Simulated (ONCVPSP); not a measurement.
**What one change does to a pseudopotential (La (Z = 57), ONCV)**

ONCVPSP 4.0.1 input, shortened (lines: element, Z, core and valence counts, functional; n l f; lmax; l rc ep ncon nbas qcut; lloc lpopt rc5 dvloc0; l nproj debl; icmod fcfact rcfact), PBEsol, scalar-relativistic:

```
  La 57.00    9    4  -116133      upf
    1    0    2.00
    2    0    2.00
    2    1    6.00
    3    0    2.00
    3    1    6.00
    3    2   10.00
    4    0    2.00
    4    1    6.00
    4    2   10.00
    5    0    2.00
    5    1    6.00
    5    2    1.00
    6    0    1.50
    3
    0    2.65    0.00    3    6    6.00
    1    2.25    0.00    4    7    6.50
    2    2.90    0.00    4    9    3.70
    3    2.55    0.32    4    8    4.30
    4    4    1.95    2.00
    0    2    2.60
    1    2    4.00
    2    2    1.70
    3    2    2.00
    1    0.55    0.00
```

In the f channel the program set the typed energies aside and used -0.264, 1.736 Ha.

All-electron outer shells of the reference configuration (PBEsol, scalar-relativistic, ld1.x):

```json
{"shell": "5s", "level (eV)": "-41.74", "outermost node (bohr)": "0.77", "outermost maximum (bohr)": "1.41"}
{"shell": "5p", "level (eV)": "-25.18", "outermost node (bohr)": "0.83", "outermost maximum (bohr)": "1.58"}
{"shell": "6s", "level (eV)": "-5.98", "outermost node (bohr)": "1.86", "outermost maximum (bohr)": "3.69"}
{"shell": "5d", "level (eV)": "-5.71", "outermost node (bohr)": "0.95", "outermost maximum (bohr)": "2.21"}
```

Change: local potential polynomial inside 1.95 bohr (lpopt 4, dvloc0 9 Ha).

Cutoffs: the cutoffs (Ha) at which the residual kinetic energy of the hardest occupied pseudo-wave falls to 1 and 0.1 mHa per electron; they do not see the model core or the augmentation charge, which bear on the density cutoff. Errors are all-electron minus pseudo energies relative to the spin-unpolarised reference configuration.

Q: How do hardness, ghosts and transferability respond?

A: The potential gets neither clearly harder nor softer (13 Ha and 15 Ha → 13 Ha and 15 Ha); a bound ghost appears in s, which as a rule spoils a file; of the 4 tests that both files solve, the error grows in 0 and shrinks in 1 by more than 15 % and 0.3 meV (median size 1.2 → 0.7 meV). In the separable form a ghost depends on how the local part lies against the semilocal potential of the channel, so the choice of the local part can create or remove one.

```csv
quantity,base,changed
"cutoff, loose",13 Ha,13 Ha
"cutoff, tight",15 Ha,15 Ha
bound ghosts,none,s
GHOST(+) flags under 300 eV,none,none
"error for 5s2 5p6 5d1 6s2, meV [ΔE -2.42 eV]",+0.3,+0.3
"error for 5s2 5p6 5d1 6s1, meV [ΔE 3.58 eV]",-0.8,-0.8
"error for 5s2 5p6 5d1 6s0, meV [ΔE 14.43 eV]",-5.2,-5.2
"error for 5s2 5p6 5d0 6s2 6p1, meV [ΔE -0.09 eV]",+1.7,+0.6
s: phases at 2.69 bohr within 0.05 rad from the reference energy up to (Ha; the scan ends near 5),3.3,4.2
p: phases at 2.29 bohr within 0.05 rad from the reference energy up to (Ha; the scan ends near 5),to the end of the scan,to the end of the scan
d: phases at 2.94 bohr within 0.05 rad from the reference energy up to (Ha; the scan ends near 5),4.8,to the end of the scan
f: phases at 2.58 bohr within 0.05 rad from the reference energy up to (Ha; the scan ends near 5),0.3,0.2
"rms error of d²Exc/dni dnj with the model core, mHa",0.97,0.97
```

Base: The cutoffs count occupied waves only; projector 2 of the f channel, the hardest unoccupied one, needs 55 Ha at the loose tolerance. Changed file: The cutoffs count occupied waves only; projector 2 of the f channel, the hardest unoccupied one, needs 55 Ha at the loose tolerance. A true bound ghost makes a file unfit for plane-wave use even where its test errors are small: the radial tests pick states by their node count and pass the ghost by.
